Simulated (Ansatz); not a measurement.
Geometry optimisation, RHF/6-31G* (Ansatz).

input.yaml

```yaml
crystal:
  periodic: [false, false, false]
  atoms:
    - { symbol: "N", position_ang: [0.1456, -1.5985, 1.0279] }
    - { symbol: B, position_ang: [0.5524, -0.4722, 0.0467] }
    - { symbol: "N", position_ang: [1.8314, 0.2725, 0.2865] }
    - { symbol: "N", position_ang: [-0.2222, -0.1015, -1.1729] }
    - { symbol: B, position_ang: [-0.9703, 1.2232, -0.9284] }
    - { symbol: O, position_ang: [-1.9922, 1.3776, 0.1283] }
    - { symbol: H, position_ang: [0.0053, -2.43, 0.4678] }
    - { symbol: H, position_ang: [-0.8091, -1.2595, 1.3586] }
    - { symbol: H, position_ang: [2.3094, -0.1232, 1.1955] }
    - { symbol: H, position_ang: [2.4983, 0.0564, -0.4794] }
    - { symbol: H, position_ang: [-1.0692, -0.8206, -1.2362] }
    - { symbol: H, position_ang: [-0.7149, 2.1567, -1.5976] }
    - { symbol: H, position_ang: [-1.544, 1.6844, 0.9179] }
basis:
  gaussian: { orbitals: "6-31G*" }
hamiltonian:
  xc: hf
relax:
  f_tol: 0.015
  max_steps: 40
```

Launched with:

```bash
$ ansatz run input.yaml --threads 1 --pin off --max-ram 2048MiB --backend cpu --events-out ev --progress --plain --runs-dir out
```

Q: Where does it end, and by what steps?

A: The run converged. The force dipped under the threshold on the way, but the program's further checks kept it going. After 24 steps the energy has fallen by 3.494 eV; H13 moved furthest, 2.26 Å.

```csv
step,energy less start (eV),largest force component (eV/Å),accepted
0,0.0000,3.883,yes
1,-0.9842,1.997,yes
2,-1.3536,2.323,yes
3,-1.6219,1.483,yes
4,-1.8682,1.314,yes
5,-2.0957,1.686,yes
6,-2.3223,1.740,yes
7,-2.5578,1.679,yes
8,-2.7718,1.010,yes
9,-2.9830,0.858,yes
10,-3.1873,0.697,yes
11,-3.3323,0.437,yes
12,-3.4301,0.422,yes
13,-3.4784,0.118,yes
14,-3.4869,0.296,yes
15,-3.4876,0.070,yes
16,-3.4918,0.110,yes
17,-3.4933,0.017,yes
18,-3.4936,0.008,yes
19,-3.4935,0.081,no
20,-3.4936,0.069,yes
21,-3.4934,0.079,no
22,-3.4937,0.038,yes
23,-3.4936,0.041,no
24,-3.4938,0.003,yes
```

```xyz
13
Properties=species:S:1:pos:R:3
N 0.324 -2.056 0.662
B 0.455 -0.703 0.237
N 1.743 -0.119 0.103
N -0.749 0.058 -0.055
B -0.898 1.393 -0.472
O -2.155 1.882 -0.682
H 1.102 -2.636 0.880
H -0.551 -2.511 0.784
H 2.582 -0.614 0.299
H 1.892 0.816 -0.194
H -1.613 -0.433 0.056
H 0.050 2.102 -0.645
H -2.162 2.785 -0.959
```

Whether the end is a true minimum wasn't checked by a vibrational analysis.

Time of the run: 2.1 min on 1 thread of AMD EPYC (Zen 3), with other jobs on the host, peak memory 0.22 GiB.
